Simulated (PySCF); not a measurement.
Li(OtBu) (C₄H₉LiO), SMILES [Li][O]C(C)(C)C.

Coordinates come from a ωB97X-D3(BJ)/def2-SVP optimisation. The isomer is the one that the SMILES or the coordinates give; other isomers of the formula were not compared.

Method: TDDFT-CAM-B3LYP/def2-SVPD in PySCF.

Vertical excitations; the highest root listed may be one member of a degenerate set. Isolated molecule, no solvent. State labels are in the subgroup Cs.

Question: Estimate the UV-visible absorptions. (An estimate is asked for; the answer gives what the named calculation found.)

Answer: 
| state | symmetry | energy (eV) | λ (nm) | f | main pairs |
|---|---|---|---|---|---|
| S1 | A" | 3.99 | 311 | 0.020 | HOMO→LUMO (degenerate set) |
| S2 | A' | 3.99 | 311 | 0.020 | HOMO−1→LUMO (degenerate set) |
| S3 | A" | 5.58 | 222 | 0.000 | HOMO→LUMO+2, HOMO−1→LUMO+1 (degenerate set) |
| S4 | A' | 5.58 | 222 | 0.000 | HOMO→LUMO+1, HOMO−1→LUMO+2 (degenerate set) |
| S5 | A" | 5.58 | 222 | 0.000 | HOMO−1→LUMO+1 46 %, HOMO→LUMO+2 46 % |
| T1 | A" | 3.97 | 312 | 0 | HOMO→LUMO (degenerate set) |
| T2 | A' | 3.97 | 312 | 0 | HOMO−1→LUMO (degenerate set) |
| T3 | A' | 5.44 | 228 | 0 | HOMO→LUMO+1 44 %, HOMO−1→LUMO+2 44 % |
| T4 | A" | 5.49 | 226 | 0 | HOMO→LUMO+2 45 %, HOMO−1→LUMO+1 45 % |
Triplets are in the Tamm–Dancoff approximation, which puts them higher than full response would, so one can lie above its singlet here.
